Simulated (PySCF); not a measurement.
Tl (thallium, neutral): UHF calculation

Configuration: [Xe] 4f14 5d10 6s2 6d1, 2D determinant (an excited configuration). All numbers are calculated (PySCF 2.14, scalar relativity through the core potential, in aug-cc-pVQZ-PP with one added diffuse shell each of s, p, d, f, g type with ECP60MDF (8s8p6d4f3g, 117 functions)).

```
Total energy                                                  : -171.386783 hartree
One-electron energy                                           : -298.2339 hartree
Hartree (Coulomb) energy                                      : 140.6906 hartree
Exchange energy                                               : -13.8435 hartree
⟨S²⟩                                                          : 0.7500
⟨L²⟩                                                          : 6.000
Sum of ⟨r⟩                                                    : 37.43 bohr
Sum of ⟨r²⟩                                                   : 171.6 bohr²
Traceless quadrupole moment −½Σ⟨3z² − r²⟩ along its main axis : 36.2 e·bohr²
```

```tsv
shell	electrons	mean orbital energy (eV)	spread (eV)	rms radius, mean of both spins (bohr)
5s α	1	-157.83	0	0.952
5s β	1	-157.82	0	0.952
5p α	3	-98.640	0.006	1.09
5p β	3	-98.636	0.011	1.09
5d α	5	-27.155	0.016	1.48
5d β	5	-27.152	0.019	1.48
6s α	1	-15.736	0	2.64
6s β	1	-15.729	0	2.64
6d α	1	-1.511	0	11.3
```

Energies and moments cover only the electrons outside the core potential. Spin-orbit coupling, absent here, splits the open shell strongly. The outer electron is Rydberg-like, and this basis confines it to a smaller radius and binds it less than a complete one would.
